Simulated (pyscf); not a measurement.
Optimised with ωB97X-D3(BJ)/def2-SVP in PySCF. Correlated levels are frozen-core, on RHF or UHF. ΔMP2 is the change of the MP2 total energy from the triple- to the quadruple-zeta basis.

Task: How much does it cost (ΔH, 298 K, CCSD(T)/def2-TZVPP + ΔMP2(QZVPP)) to split `[PH2][SiH2][GaH2]` at its Ga–Si bond into •H₂Si–PH₂ + GaH₂•?

Result: Ga–Si to •H₂Si–PH₂ + GaH₂•: 2.98 eV. The radicals are drawn with the spin at the cut bond; how far it spreads was not checked. H₂P–SiH₂–GaH₂ lies 0.44 eV over its isomer H₃Si–PH–GaH₂, and others may lie lower still (electronic energy, ωB97M-D3(BJ)). •H₂Si–PH₂ lies 0.31 eV over its isomer H₃Si–PH•, and others may lie lower still (electronic energy, ωB97M-D3(BJ)). The CCSD(T) − MP2 part came from Ansatz, without density fitting, on the same reference. The frozen core leaves the outer d or s,p core shells of the metals and heavy elements correlated in the MP2 and CC values, and def2-TZVPP describes them poorly, which can shift differences by a few kcal/mol. Elements up to Kr have no core potential and no relativistic terms here.
